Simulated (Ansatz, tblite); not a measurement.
(CaSe)n: gap (eV) at several levels, gas phase, relaxed structures; Ansatz, xTB through tblite. Clusters are the lowest isomers that short searches found in that spin, judged at the geometry's level. Singlets are spin-restricted. The structures are stationary points that may keep the symmetry of their start.

| species | state | geometry | GFN1-xTB | GFN2-xTB | PBE-D4/def2-SVP | PBE-D4/def2-TZVPD | PBE0-D4/def2-SVP |
| --- | --- | --- | --- | --- | --- | --- | --- |
| Ca2Se2 | singlet | PBE0-D4/def2-SVP | 2.22 | 1.77 | 2.06 | 2.15 | 3.49 |
| Ca4Se4 | singlet | PBE0-D4/def2-SVP | 3.21 | 1.97 | 2.99 | 3.03 | 4.49 |

(1) Estimate the rows for Ca3Se3 (singlet, PBE0-D4/def2-SVP geometry).

(1) 
```csv
species,state,geometry,GFN1-xTB,GFN2-xTB,PBE-D4/def2-SVP,PBE-D4/def2-TZVPD,PBE0-D4/def2-SVP
Ca3Se3,singlet,PBE0-D4/def2-SVP,2.26,1.51,1.88,1.96,3.32
```

Over the 3 species that have every level, the mean is 2.56 at GFN1-xTB, 1.75 at GFN2-xTB, 2.31 at PBE-D4/def2-SVP, 2.38 at PBE-D4/def2-TZVPD, 3.76 at PBE0-D4/def2-SVP. Orbital gaps grow with the share of exact exchange and aren't one observable across functionals.
